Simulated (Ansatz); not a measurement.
Computed with Ansatz on PBE0-D4/def2-TZVP structures; ΔE is electronic, products minus reactants. CCSD(T)/CBS is the MP2 limit (def2-TZVPP, def2-QZVPP) plus CCSD(T) − MP2 in def2-TZVPP, frozen cores. This one scheme is used for every species. Functionals use def2-TZVPP. B3LYP here is the variant with VWN-RPA as its local correlation; programs differ in this. For Ge outer-core shells are correlated without core-valence functions, which leaves a few kJ/mol of doubt a bond. Scalar relativity is left out up to krypton. One conformer a species, not always the lowest.

Reaction (hydrogenolysis of a Ge–O bond): `N=[C](O)[GeH2][OH]` + H₂ → `N=[C](O)[GeH3]` + H₂O

`N=[C](O)[GeH2][OH]`:

```xyz
10

N     1.664   -1.027    0.148
C     0.495   -0.730   -0.229
O    -0.022   -1.299   -1.330
Ge   -0.748    0.535    0.653
O    -1.382    1.723   -0.504
H     1.935   -0.520    0.985
H     0.656   -1.899   -1.680
H    -1.989   -0.170    1.206
H     0.084    1.224    1.754
H    -0.692    2.164   -1.004
```

H₂:

Z-matrix (Å, degrees):
```
H
H 1 0.746
```

`N=[C](O)[GeH3]`:

Cartesian coordinates in Å:
```
N 0.720 1.470 0.635
C 0.023 0.702 -0.083
O -0.733 1.213 -1.072
Ge -0.141 -1.265 0.028
H 1.242 0.965 1.343
H -0.596 2.173 -1.057
H 0.771 -1.716 1.179
H -1.598 -1.645 0.319
H 0.312 -1.897 -1.293
```

H₂O:

Cartesian coordinates in Å:
```
O -0.219 0.146 -0.287
H 0.003 0.563 0.549
H 0.216 -0.709 -0.262
```

```csv
level,ΔE (kcal/mol),difference from CCSD(T)/CBS
PBE-D4,0.0,0.4
r2SCAN-D4,1.1,1.5
PBE0-D4,-1.0,-0.6
ωB97X-V,0.6,1.0
ωB97M-V,0.2,0.6
B2PLYP,0.6,1.0
PBE0,-1.6,-1.2
B3LYP,-0.5,-0.1
MP2/def2-TZVPP,1.7,2.1
SCS-MP2/def2-TZVPP,1.7,2.1
CCSD/def2-TZVPP,-0.4,0.0
CCSD(T)/def2-TZVPP,0.4,0.8
SCS-MP2/def2-QZVPP,1.2,1.6
HF/CBS(def2),-1.3,-0.9
MP2/CBS(def2),0.9,1.3
CCSD/CBS(def2),-1.2,-0.8
CCSD(T)/CBS,-0.4,0
```

Largest T1 diagnostic among the species: 0.014.

The D4 term adds +1.1 kcal/mol with B3LYP and +0.6 kcal/mol with PBE0; it sums over pairs of atoms, weighted by their polarisabilities, and B3LYP, whose exchange is more repulsive, gets the larger term. In def2-TZVPP, CCSD(T) changes the Hartree–Fock value by +1.6 kcal/mol (the triples alone add +0.8 kcal/mol) and MP2 by +3.0 kcal/mol.
